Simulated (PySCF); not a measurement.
An unknown is described by computed data only.

Formula: C4H11NO2Si2.

| Quantity | Value |
| --- | --- |
| Rotational structure | rotational constants A, B, C: 1.556, 0.684, 0.514 GHz [GFN2-xTB] |
| 13C NMR | chemical shifts (computed TMS as zero) by class: 127.9 (1 C), 68.2 (1 C), 27.8 (1 C), 26.6 (1 C) ppm [GIAO PBE0/pcSseg-1] |
| Dipole | 3.15 D [PBE0/pcSseg-1] |
| NMR, other nuclei | isotropic shieldings of nuclei other than C and H, by class: -83 (1 N), 249 (1 O), 302 (1 O), 391 (1 Si), 428 (1 Si) ppm [GIAO PBE0/pcSseg-1] |
| 1H NMR | chemical shifts (computed TMS as zero) by class: 5.22 (3 H), 4.68 (1 H), 4.28 (1 H), 1.57 (3 H), 1.33 (3 H) ppm [GIAO PBE0/pcSseg-1] |

Electronic properties: PySCF, gas phase, density fitting. Levels stand in brackets. Isolated species at its GFN2-xTB geometry (one conformer only). NMR values are class means; diastereotopic atoms form classes of their own.

Question: What is the compound? Reason from the data.

Answer: Numbering: `[CH3:1][CH:2]([CH3:3])[O:4][Si@@H:5]([C:6]#[N:7])[O:8][SiH3:9]`. Its formula, C4H11NO2Si2, gives 2 degrees of unsaturation: 0 rings and 2 π bonds in the structure found. 4 carbons fall into 4 classes; from least to most shielded: cyano carbon [C6] (127.9 ppm), sp3 carbon bound to oxygen [C2] (68.2 ppm), methyl carbon [C3] (27.8 ppm), methyl carbon [C1] (26.6 ppm). Hydrogen classes from least to most shielded: 3 H on an oxygen-bound silicon, Si9 (5.22 ppm), 1 H on an oxygen-bound silicon, Si5 (4.68 ppm), 1 H on an sp3 carbon bound to oxygen, C2 (4.28 ppm), 3 H on a methyl carbon, C1 (1.57 ppm, a mean of values up to 1.2 ppm apart in this geometry), 3 H on a methyl carbon, C3 (1.33 ppm, a mean of values up to 0.5 ppm apart in this geometry). The other shieldings belong to: -83 ppm, cyano nitrogen [N7]; 249 ppm, silyl ether oxygen [O4]; 302 ppm, siloxane oxygen [O8]; 391 ppm, oxygen-bound silicon [Si9]; 428 ppm, oxygen-bound silicon [Si5]. The optimised geometry has point group C1 and is an asymmetric top. Structure: `CC(O[Si@H](O[SiH3])C#N)C`. Computed isomers that give other values at the same levels: `C=C(C=O)[Si@@H](O)[SiH2]NC` (13C chemical shifts (computed TMS as zero) by class: 206.9 (1 C), 156.6 (1 C), 155.9 (1 C), 35.3 (1 C) ppm); `NC(=O)[Si@@H]1C[C@H](C[SiH3])O1` (13C chemical shifts (computed TMS as zero) by class: 181.4 (1 C), 79.7 (1 C), 29.7 (1 C), 26.4 (1 C) ppm); `CO[Si@@H](CC#N)O[SiH2]C` (13C chemical shifts (computed TMS as zero) by class: 123.9 (1 C), 52.4 (1 C), 4.1 (1 C), 0.1 (1 C) ppm). The assignments are read from this structure; whether some other isomer fits the data as well wasn't checked. The mirror image fits equally.

The values belong to the conformer `[CH3:1][CH:2]([CH3:3])[O:4][Si@@H:5]([C:6]#[N:7])[O:8][SiH3:9]`: C1–C2–O4–Si5 -80°, C2–O4–Si5–C6 61°.
